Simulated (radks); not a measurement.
Results of a calculation; reference values are marked as such.
Species: the lutetium ion Lu64+. Configuration: [He] 2s2 2p3. Code: a radial shooting solver on a logarithmic mesh with Libxc functionals. Model: Dirac Kohn-Sham, PBE, spin-unpolarised, spherical densities, finite nucleus; open shells fill j = l - 1/2 first; Fermi nuclear charge, rms radius 5.37 fm. Some entries of the table are withheld. Estimate them.

orbital  occ.  eigenvalue (eV)  r(max) (bohr)
1s1/2       2              (1)        0.01212
2s1/2       2        -16578.13            (2)
2p1/2       2              (3)        0.05071
2p3/2       1              (4)        0.05692

Answer. 
(1) 1s1/2 eigenvalue (eV): -69717.70
(2) 2s1/2 r(max) (bohr): 0.06823
(3) 2p1/2 eigenvalue (eV): -16267.62
(4) 2p3/2 eigenvalue (eV): -15058.88
